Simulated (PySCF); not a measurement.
**NMR data sheet: C3H8O2Si**

* Formula: C3H8O2Si
* SMILES: C=C(C)[SiH](O)O
* Point group of the computed structure: C1
* Degrees of unsaturation: 1
* Carbon signals: 3
* Proton signals: 5

Molfile (atoms numbered from 1):
```
C3H8O2Si
     RDKit          3D

 14 13  0  0  0  0  0  0  0  0999 V2000
   -0.6090    1.5106   -0.7453 C   0  0  0  0  0  0  0  0  0  0  0  0
   -0.5330    0.3094   -0.1877 C   0  0  0  0  0  0  0  0  0  0  0  0
   -1.7169   -0.6073   -0.1672 C   0  0  0  0  0  0  0  0  0  0  0  0
    1.0330   -0.3557    0.6281 Si  0  0  0  0  0  4  0  0  0  0  0  0
    2.3583    0.5635    0.3674 O   0  0  0  0  0  0  0  0  0  0  0  0
    1.3414   -1.7886   -0.0661 O   0  0  0  0  0  0  0  0  0  0  0  0
    0.2312    2.1856   -0.7745 H   0  0  0  0  0  0  0  0  0  0  0  0
   -1.5147    1.8723   -1.2106 H   0  0  0  0  0  0  0  0  0  0  0  0
   -1.4520   -1.5513   -0.6391 H   0  0  0  0  0  0  0  0  0  0  0  0
   -2.5708   -0.1737   -0.6842 H   0  0  0  0  0  0  0  0  0  0  0  0
   -1.9981   -0.8262    0.8618 H   0  0  0  0  0  0  0  0  0  0  0  0
    0.8468   -0.5210    2.0733 H   0  0  0  0  0  0  0  0  0  0  0  0
    2.3438    1.4893    0.5859 H   0  0  0  0  0  0  0  0  0  0  0  0
    2.2393   -2.1075   -0.0988 H   0  0  0  0  0  0  0  0  0  0  0  0
  1  2  2  0
  2  3  1  0
  2  4  1  0
  4  5  1  0
  4  6  1  0
  1  7  1  0
  1  8  1  0
  3  9  1  0
  3 10  1  0
  3 11  1  0
  4 12  1  0
  5 13  1  0
  6 14  1  0
M  END
```

- coordinates at the GFN2-xTB level
- shielding tensors at PBE0/pcSseg-1 (GIAO)
- program: PySCF 2.14
- one conformer, fast rotation and ring inversion assumed for equivalent nuclei, no solvent, non-relativistic Hamiltonian

References, each an isolated molecule treated in the same way: ¹H (σ = 31.72 ppm), ¹³C (σ = 186.93 ppm), ²⁹Si (σ = 349.16 ppm) against TMS; H2O for ¹⁷O (σ = 336.08 ppm).

| carbon | δC, type | δH (multiplicity) | HMBC from (2–3 bonds) | span of the C tensor (ppm) |
| --- | --- | --- | --- | --- |
| C1 | 129.9, CH2 | H7 5.30 (br s); H8 5.87 (br s) | H12, H9/H10/H11 | 208 |
| C2 | 155.3, C | – | H8, H7, H12, H9/H10/H11 | 256 |
| C3 | 24.8, CH3 | 2.05 (s) | H8, H7, H12 | 37 |

Other nuclei:
```csv
atoms,nucleus,environment,δ (ppm),σ (ppm)
H12,¹H,"hydrogen on a silicon bonded to C, 2 O",5.23,26.49
H13/H14,¹H,hydrogen on an oxygen bonded to Si,1.74,29.98
Si4,²⁹Si,"silicon bonded to C, 2 O, H",-31.5,380.7
O5/O6,¹⁷O,"oxygen bonded to Si, H",37.9,298.2
```

1. Carbon types of the structure: 1 × C, 1 × CH2, 1 × CH3, leaving 3 H on heteroatoms.
2. δC 155.3: fully substituted alkene carbon; as expected for a trigonal carbon in a double bond.
3. δC 129.9: terminal =CH2 carbon; an sp2 carbon of a C=C bond.
4. δC 24.8: allylic methyl carbon; saturated and bonded to C and H only.
5. δH 2.05: hydrogen on an allylic methyl carbon; allylic position.
6. δH 1.74: hydrogen on an oxygen bonded to Si; exchangeable; this is the value without hydrogen bonding to other molecules.

Exchangeable OH/NH protons stand at their gas-phase positions; hydrogen bonding in a real sample shifts them, mostly to higher δ. Shifts are as computed. Against solution values, carbons near 30 ppm lie about +3 ppm off and those near 130 ppm about +5 ppm (rms about the fit 2.1 ppm; single classes can miss by 10 ppm). Of 1328 compounds with measured shifts, 309 miss one by over three times the rms of a fit or turn the order of signals round; such compounds aren't used in these exercises. Signals without a measured value on file couldn't be tested in this way; 1H shifts scatter by 0.2 ppm about their fit, and single ones miss by 0.5 ppm. Experimental scales use liquid or dissolved standards, which lie at an offset from isolated H2O (liquid H2O: subtract about 36 ppm). No couplings were computed; multiplicities are counted from neighbouring protons, with m where these are inequivalent, close in shift, in a saturated or five-membered ring or joined by F or P, and br s for small geminal =CH2 splittings.
